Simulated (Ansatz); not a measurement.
Input file for Ansatz (an electronic-structure program): U-B97M-V/def2-TZVPP on As, 2S+1 = 4, a spin state set in the input, which need not be the lowest.

Ansatz 0.2 input:
```yaml
crystal:
  periodic: [false, false, false]
  atoms:
    - {symbol: As, position_ang: [0.00000000, 0.00000000, 0.00000000]}
basis:
  gaussian:
    orbitals: def2-TZVPP
hamiltonian:
  xc: {name: B97M-V}
magnetization: {spin_polarized: true, initial_magnetization: 3}
scf: {lower_state_search: full}
```

Program output:

```
Functional definition: B97M-V
[...]
integrals: 0.01 GiB planned
373 factors; their error is unknown
mean field: 0.16 GiB planned
mean field evaluation 1: about -60828.0078 eV, gradient 3.5e0 eV
mean field evaluation 2: about -60828.0644 eV, gradient 1.2e0 eV
mean field evaluation 4: about -60828.0750 eV, gradient 4.2e-2 eV
mean field evaluation 8: about -60828.0731 eV, gradient 1.2e-4 eV
mean field evaluation 16: about -60827.9823 eV, gradient 6.7e0 eV
mean field evaluation 32: about -60828.0753 eV, gradient 2.4e-2 eV
mean field -60828.07307991 eV, -2235.3904549379 hartree, gradient 4.9e-6 eV, S^2 3.750580; 2 other end points of the search recorded, 0 dependent functions left out
reference -60828.07311255 eV, -2235.3904561374 hartree; 18, 15 occupied and 30, 33 virtual orbitals, 373 factors
Total energy: -60828.07311255 eV, -2235.3904561374 hartree
```

The calculation finished and met its thresholds.

Cost: roughly 3 core-seconds.
